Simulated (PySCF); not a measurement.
# Computed records: CH₆BNSi, H₂O₂Si, C₃H₇B, AlClHN and others

Calculation on a computer-drawn molecule: optimised geometry and harmonic frequencies of an isolated molecule of the commonest isotopes, restricted reference for singlets and unrestricted otherwise, frozen core in MP2. Program: PySCF 2.14.0.

Common to all runs: charge 0; method HF.

(1) CH₆BNSi

Start structure:
```xyz
10
CH6BNSi
B      3.0493    -0.3196     0.2586
Si     1.5600     0.7176    -0.3863
C     -0.0736    -0.1574    -0.7129
N      1.5083     2.2427    -0.8826
H      3.3476    -0.3830     1.3439
H      3.8234    -0.9026    -0.4662
H     -0.0318    -0.9802    -1.3380
H     -0.4183    -0.5249     0.3062
H     -0.8519     0.5480    -1.0517
H      2.2589     2.9375    -0.9029
```

It was run with multiplicity 1 and basis cc-pV(D+d)Z.

It finds rotational constants 6.528, 5.748, 3.199 GHz; total energy -409.3757 hartree; convergence status largest gradient component 4.113e-05 hartree/bohr.

Drawn bonds:
```tsv
atom	other atom	order
1	2	1
2	3	1
2	4	2
1	5	1
1	6	1
3	7	1
3	8	1
3	9	1
4	10	1
```

Optimised structure:
```xyz
10
CH6BNSi
B      3.0577    -0.3074     0.2229
Si     1.5035     0.7951    -0.4896
C     -0.0895    -0.1617    -0.6530
N      1.5233     2.3208    -0.9012
H      3.3006    -0.3602     1.3963
H      3.7765    -0.9215    -0.5153
H      0.0343    -1.0175    -1.3238
H     -0.4131    -0.5516     0.3171
H     -0.8684     0.4912    -1.0500
H      2.3471     2.8909    -0.8353
```

Modes:
```tsv
frequency (cm⁻¹)	reduced mass (dalton)
72.73	1.033
114.3	1.035
176.4	2.777
241.6	3.127
282.2	3.027
600.6	1.397
601.5	2.476
681	1.206
702.2	1.295
730	2.907
850	1.263
870.9	1.628
957.5	1.439
1214	5.197
1261	1.226
1386	1.268
1544	1.048
1548	1.052
2679	1.054
2757	1.124
3165	1.036
3237	1.1
3279	1.102
3817	1.078
```

(2) H₂O₂Si

Start structure:
```xyz
5
H2O2Si
O     -2.6580     0.1401    -0.2052
Si    -2.6209     0.6265    -1.7807
O     -1.1211     0.3516    -2.2623
H     -1.9403    -0.2846     0.3025
H     -0.3935    -0.0350    -1.8444
```

Here we set multiplicity 1 and basis cc-pV(D+d)Z.

The calculation gives: rotational constants 26.06, 8.8, 6.578 GHz; total energy -439.8912 hartree; convergence status largest gradient component 1.768e-05 hartree/bohr.

Drawn bonds:
```tsv
atom	other atom	order
1	2	1
2	3	1
1	4	1
3	5	1
```

Optimised structure:
```xyz
5
H2O2Si
O     -2.6486     0.1177    -0.2030
Si    -2.6477     0.6465    -1.7692
O     -1.1089     0.3444    -2.2921
H     -1.9036    -0.2639     0.2402
H     -0.4250    -0.0461    -1.7660
```

Modes:
```tsv
frequency (cm⁻¹)	reduced mass (dalton)
365.2	3.464
374.9	1.062
506.3	1.285
701.9	1.089
812.4	2.757
880.6	15.03
933.7	2.102
4139	1.068
4142	1.067
```

(3) C₃H₇B

Start structure:
```xyz
11
C3H7B
C     -2.2001     2.3960     0.1401
B     -1.1232     2.0530     0.9256
C      0.1639     1.7039     1.8514
C      1.3914     1.3540     1.0952
H     -2.4178     3.3495    -0.2015
H     -2.9483     1.6837    -0.1503
H     -0.1105     0.8872     2.4810
H      0.3904     2.5858     2.4556
H      1.2150     0.4428     0.4239
H      2.1976     1.0438     1.7677
H      1.7417     2.1474     0.4515
```

It was run with multiplicity 1 and basis cc-pVDZ.

Results for C₃H₇B: rotational constants 26.26, 3.687, 3.444 GHz; total energy -142.3217 hartree; convergence status largest gradient component 9.875e-06 hartree/bohr.

Drawn bonds:
```tsv
atom	other atom	order
1	2	2
2	3	1
3	4	1
1	5	1
1	6	1
3	7	1
3	8	1
4	9	1
4	10	1
4	11	1
```

Optimised structure:
```xyz
11
C3H7B
C     -2.2042     2.3887     0.1689
B     -1.0911     2.0669     0.9289
C      0.1345     1.7114     1.8060
C      1.4180     1.3152     1.0649
H     -2.3964     3.4008    -0.1716
H     -2.9348     1.6430    -0.1269
H     -0.1832     0.9086     2.4830
H      0.3177     2.5710     2.4626
H      1.2560     0.4361     0.4383
H      2.2194     1.0831     1.7696
H      1.7640     2.1224     0.4164
```

Modes:
```tsv
frequency (cm⁻¹)	reduced mass (dalton)
74.31	1.028
187.5	2.992
210	1.223
309.1	1.417
516.1	4.302
616	1.264
770.1	3.205
789.3	1.297
838.1	1.568
1043	1.667
1083	1.377
1134	1.903
1359	1.225
1376	1.336
1443	1.312
1519	1.131
1530	1.165
1595	1.048
1600	1.038
1748	6.602
3159	1.061
3182	1.038
3190	1.097
3253	1.104
3260	1.104
3295	1.063
3372	1.109
```

(4) AlClHN

Start structure:
```xyz
4
AlClHN
N     -0.6297    -1.8122     0.7759
Al     0.6996    -2.8026     1.0233
Cl     2.3523    -4.0190     1.0359
H     -0.6941    -1.0892     1.4609
```

It was run with multiplicity 1 and basis cc-pV(D+d)Z.

The calculation gives: rotational constants 3.123, 3.123 GHz; total energy -756.4685 hartree; convergence status largest gradient component 2.462e-05 hartree/bohr.

Drawn bonds:
```tsv
atom	other atom	order
1	2	2
2	3	1
1	4	1
```

Optimised structure:
```xyz
4
AlClHN
N     -0.3544    -1.7216     1.1319
Al     0.8186    -2.7795     1.0456
Cl     2.3531    -4.1608     0.9344
H     -1.0892    -1.0611     1.1841
```

Modes:
```tsv
frequency (cm⁻¹)	reduced mass (dalton)
142.7	20.56
417.8	1.132
424.8	1.086
513.1	18.36
1290	9.692
4011	1.087
```

(5) AlBH₃O

Start structure:
```xyz
6
AlBH3O
B      0.6592    -2.9741     0.9289
Al    -1.3270    -2.7017     0.9835
O     -1.8163    -1.0910     1.2088
H      1.8349    -2.9160     0.9320
H     -2.5191    -3.6711     0.8748
H     -2.2241    -0.2561     1.2739
```

Here we set multiplicity 2 and basis cc-pV(D+d)Z.

The calculation gives: rotational constants 28.11, 6.256, 5.117 GHz; total energy -343.1877 hartree; spin squared 0.759; convergence status largest gradient component 2.05e-05 hartree/bohr.

Drawn bonds:
```tsv
atom	other atom	order
1	2	1
2	3	1
1	4	1
2	5	1
3	6	1
```

Optimised structure:
```xyz
6
AlBH3O
B      0.7173    -2.9387     0.9586
Al    -1.2907    -2.4936     1.0004
O     -1.7154    -0.8677     1.2113
H      1.8730    -3.2162     0.9329
H     -2.4004    -3.6068     0.8440
H     -2.5762    -0.4871     1.2547
```

Modes:
```tsv
frequency (cm⁻¹)	reduced mass (dalton)
173.3	1.27
200.1	3.542
345.1	1.074
507.2	1.281
555.6	1.103
634.7	2.247
703.6	2.062
745.4	1.344
897.2	4.895
1989	1.042
2822	1.1
4226	1.068
```

(6) ClFH₂OSi

Start structure:
```xyz
6
ClFH2OSi
O     -0.0179     0.7182     1.2769
Si    -0.5066     1.2564     2.7218
F     -2.0752     1.1998     2.5789
Cl     0.1163     3.1681     2.9951
H      0.8176     0.8627     0.7869
H     -0.1440     0.4180     3.7754
```

It was run with multiplicity 1 and basis cc-pV(D+d)Z.

It finds rotational constants 6.805, 3.474, 2.558 GHz; total energy -924.0852 hartree; convergence status largest gradient component 1.821e-05 hartree/bohr.

Drawn bonds:
```tsv
atom	other atom	order
1	2	1
2	3	1
2	4	1
1	5	1
2	6	1
```

Optimised structure:
```xyz
6
ClFH2OSi
O      0.3588     0.5737     1.4691
Si    -0.4447     1.2191     2.7128
F     -2.0139     1.2577     2.4030
Cl     0.1131     3.1627     3.0297
H      0.3841     0.9966     0.6229
H     -0.2071     0.4134     3.8975
```

Modes:
```tsv
frequency (cm⁻¹)	reduced mass (dalton)
199.9	1.495
261.2	6.735
329.2	3.775
376.2	6.013
574.6	11.71
816.2	1.404
883	1.623
906.2	1.697
937.5	1.362
1011	7.156
2464	1.043
4167	1.067
```

(7) AlBFH₄N

Start structure:
```xyz
8
AlBFH4N
N     -1.2123    -1.5418    -1.2502
B     -0.1746    -0.7604    -1.6381
Al     0.6158     0.3888    -0.0460
F     -0.2197     0.2076     1.3235
H     -1.5619    -1.4841    -0.2827
H     -1.7269    -2.1664    -1.8383
H      0.1288    -0.7972    -2.7978
H      1.7364     1.4046    -0.0217
```

Here we set multiplicity 1 and basis cc-pV(D+d)Z.

Results for AlBFH₄N: rotational constants 11.75, 3.187, 2.507 GHz; total energy -422.9289 hartree; convergence status largest gradient component 7.732e-06 hartree/bohr.

Drawn bonds:
```tsv
atom	other atom	order
1	2	1
2	3	1
3	4	1
1	5	1
1	6	1
2	7	1
3	8	1
```

Optimised structure:
```xyz
8
AlBFH4N
N     -1.2967    -1.5968    -1.2824
B     -0.2215    -0.7689    -1.5822
Al     0.6268     0.4573    -0.0282
F     -0.0895     0.3219     1.4732
H     -1.7098    -1.6610    -0.3744
H     -1.7354    -2.1900    -1.9584
H      0.1790    -0.7890    -2.7202
H      1.8326     1.4776    -0.0787
```

Modes:
```tsv
frequency (cm⁻¹)	reduced mass (dalton)
89.02	2.123
93.64	5.293
358.7	5.573
401.9	1.158
522.5	3.216
596.7	1.426
660.7	1.295
715.6	1.226
830.7	8.853
951.6	1.095
977.4	1.133
1220	1.471
1382	3.723
1762	1.203
1989	1.044
2647	1.093
3794	1.051
3894	1.099
```

(8) CH₃AlFN

Start structure:
```xyz
7
CH3AlFN
C      0.1266    -1.1924    -2.3454
N      1.1113    -0.2010    -2.4946
Al     2.7863    -0.5229    -2.5746
F      4.4441    -0.5831    -2.6512
H      0.0254    -1.8630    -3.2401
H      0.0966    -1.7494    -1.4201
H     -0.8572    -0.6304    -2.3713
```

Here we set multiplicity 1 and basis cc-pV(D+d)Z.

Drawn bonds:
```tsv
atom	other atom	order
1	2	1
2	3	2
3	4	1
1	5	1
1	6	1
1	7	1
```

**Q.** Give the missing rotational constants for CH₃AlFN (entry 8).
**A.** 161.7, 2.385, 2.385 GHz

**Q.** CH₃AlFN (entry 8): total energy?
**A.** -435.4287 hartree

**Q.** Give the table of modes values for CH₃AlFN (entry 8).
**A.** 
Modes:
```tsv
frequency (cm⁻¹)	reduced mass (dalton)
158.4	4.143
158.4	4.143
193.7	17.07
193.7	17.06
647.8	7.135
999.6	10.39
1222	1.284
1222	1.284
1562	1.293
1593	1.044
1593	1.044
1617	6.369
3124	1.032
3173	1.103
3173	1.103
```

Further results for CH₃AlFN (entry 8):

* convergence status largest gradient component: 1.624e-05 hartree/bohr

Optimised structure:
```xyz
7
CH3AlFN
C      0.0208    -1.2251    -2.3660
N      1.3961    -0.8927    -2.4630
Al     2.9302    -0.5221    -2.5709
F      4.5154    -0.1392    -2.6832
H     -0.3026    -1.8748    -3.1876
H     -0.2082    -1.7533    -1.4332
H     -0.6186    -0.3350    -2.3932
```
